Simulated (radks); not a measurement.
The numbers below are computed, except where a source is named.
Task: Cr I, configuration [Ar] 3d5 4s1. Level of theory: Dirac Kohn-Sham, BLYP, spin-unpolarised, spherical densities, point nucleus; open shells are shared between the two j in proportion to 2j + 1; speed of light set to 685.18 atomic units (5 times the physical value, a model run) (a radial shooting solver on a logarithmic mesh with Libxc functionals).

Spin-orbit splittings of the eigenvalues, e(l+1/2) - e(l-1/2), with zeta = 2 splitting/(2l+1) and mean radii in bohr:

| shell | occ. | splitting (eV) | zeta (eV) | <r> j=l-1/2 | <r> j=l+1/2 |
|---|---|---|---|---|---|
| 2p | 6 | ? | ? | 0.2608 | 0.2609 |
| 3p | 6 | 0.04014 | 0.02676 | 0.9688 | 0.9692 |
| 3d | 5 | 0.003143 | 0.001257 | 1.508 | 1.508 |
| 4p | 0 | 0.0009571 | 0.0006381 | 5.381 | 5.383 |

Estimate the 2p splitting.

Result: 0.3408 eV (zeta = 0.2272 eV).
